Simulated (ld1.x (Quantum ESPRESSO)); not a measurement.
What the settings do to the PAW potential of chromium

Base potential:

- Element: chromium
- Generator: ld1.x (Quantum ESPRESSO) 7.5
- Type: PAW
- Functional: PBE
- Relativity: scalar-relativistic
- Frozen core: [Ar]
- Valence charge: 6
- Reference configuration: 3d6 4s0 4p0
- Partial waves: 4s (bound, empty): rcut 1.95, rcutus 2.70 bohr; 4s channel at 4.35 Ry: rcut 1.95, rcutus 2.70 bohr; 4p (bound, empty): rcut 2.80, rcutus 3.25 bohr; 4p channel at 0.25 Ry: rcut 2.80, rcutus 3.25 bohr; 3d (bound): rcut 2.00, rcutus 2.20 bohr; 3d channel at 0.4 Ry: rcut 2.00, rcutus 2.20 bohr
- Local potential: all-electron potential smoothed inside 2.60 bohr (lloc = -2)
- Core correction: Bessel-smoothed model core, default radius (core density twice the valence density)
- Augmentation charge: BESSEL, radius 1.70 bohr

Cutoffs, loose and tight: the cutoffs (Ry, on a coarse ladder) from which the occupation-weighted sum of valence levels, in a spherical-Bessel basis at the reference potential, stays within 10 and 1 mRy of its value at 400 Ry. They do not see the model core or the augmentation charge, which bear on the density cutoff. Test errors are all-electron minus pseudo excitation energies from the reference, over the configurations 3d5 4s1 4p0; 3d5 4s0 4p0; 3d4 4s0 4p0; 3d5 4s0.5 4p0; 3d3 4s0 4p0; 3d2 4s0 4p0; 3d4 4s1 4p0. A dash means not determined; rows that change the core or the reference have their own tests. The largest error is taken over the tests solved by every variant that gives reliable tests at all: 3d3 4s0 4p0; 3d4 4s0 4p0; 3d5 4s0 4p0.

A true bound ghost makes a file unfit for plane-wave use even where its test errors are small: the radial tests pick states by their node count and pass the ghost by. Where a test does run into it, the solver fails or the error is huge.

```csv
change,outcome,"cutoff, loose","cutoff, tight",bound ghosts,largest test error (meV)
base,generated,18 Ry,35 Ry,none,-1394
"all radii but the core radius scaled by about 0.84 (s 2.26, p 2.74, d 1.84 bohr, rcut 1.64/2.36/1.68); local potential all-electron potential smoothed inside 2.18 bohr (lloc = -2); augmentation BESSEL, radius 1.42 bohr",generated,30 Ry,45 Ry,s,-1302
"all radii but the core radius scaled by about 0.90 (s 2.42, p 2.92, d 1.98 bohr, rcut 1.76/2.52/1.80); local potential all-electron potential smoothed inside 2.34 bohr (lloc = -2); augmentation BESSEL, radius 1.52 bohr",generated,25 Ry,40 Ry,none,-1327
"all radii but the core radius scaled by about 0.95 (s 2.56, p 3.08, d 2.08 bohr, rcut 1.84/2.64/1.90); local potential all-electron potential smoothed inside 2.46 bohr (lloc = -2); augmentation BESSEL, radius 1.60 bohr",generated,25 Ry,40 Ry,none,-1352
"all radii but the core radius scaled by about 1.09 (s 2.96, p 3.56, d 2.40 bohr, rcut 2.14/3.06/2.18); local potential all-electron potential smoothed inside 2.84 bohr (lloc = -2); augmentation BESSEL, radius 1.86 bohr",generated,18 Ry,30 Ry,none,-1452
"all radii but the core radius scaled by about 1.16 (s 3.12, p 3.76, d 2.54 bohr, rcut 2.26/3.24/2.32); local potential all-electron potential smoothed inside 3.00 bohr (lloc = -2); augmentation BESSEL, radius 1.96 bohr",generated,15 Ry,25 Ry,none,-1489
"all radii but the core radius scaled by about 1.23 (s 3.32, p 4.00, d 2.72 bohr, rcut 2.40/3.46/2.46); local potential all-electron potential smoothed inside 3.20 bohr (lloc = -2); augmentation BESSEL, radius 2.10 bohr",generated,12 Ry,18 Ry,none,test run stopped at test 1 of 7 (negative rho)
"all radii but the core radius scaled by about 1.30 (s 3.50, p 4.22, d 2.86 bohr, rcut 2.52/3.64/2.60); local potential all-electron potential smoothed inside 3.38 bohr (lloc = -2); augmentation BESSEL, radius 2.20 bohr",generated,10 Ry,15 Ry,none,test run stopped at test 1 of 7 (negative rho)
"all radii but the core radius scaled by about 1.41 (s 3.80, p 4.56, d 3.10 bohr, rcut 2.74/3.94/2.80); local potential all-electron potential smoothed inside 3.66 bohr (lloc = -2); augmentation BESSEL, radius 2.38 bohr",generated,8 Ry,12 Ry,none,test run stopped at test 1 of 7 (negative rho)
```

Question: What comes out with this change to the base: all radii but the core radius scaled by about 0.74 (s 2.00, p 2.40, d 1.62 bohr, rcut 1.44/2.08/1.48); local potential all-electron potential smoothed inside 1.92 bohr (lloc = -2); augmentation BESSEL, radius 1.26 bohr?

Answer: outcome: generated; cutoff, loose: 40 Ry; cutoff, tight: 70 Ry; bound ghosts: s, p; largest test error (meV): -1274.

Reading the sweep of the scale of all radii but the core radius (base = 1) (base included, trends over the rows without a ghost): The loose cutoff falls from 25 Ry at 0.9 to 8 Ry at 1.41. A larger radius leaves more room for a smooth pseudo-wave, so fewer plane waves are needed; a smaller one forces it to follow the all-electron wave where it bends sharply. Bound ghosts are found at 0.74, 0.84.
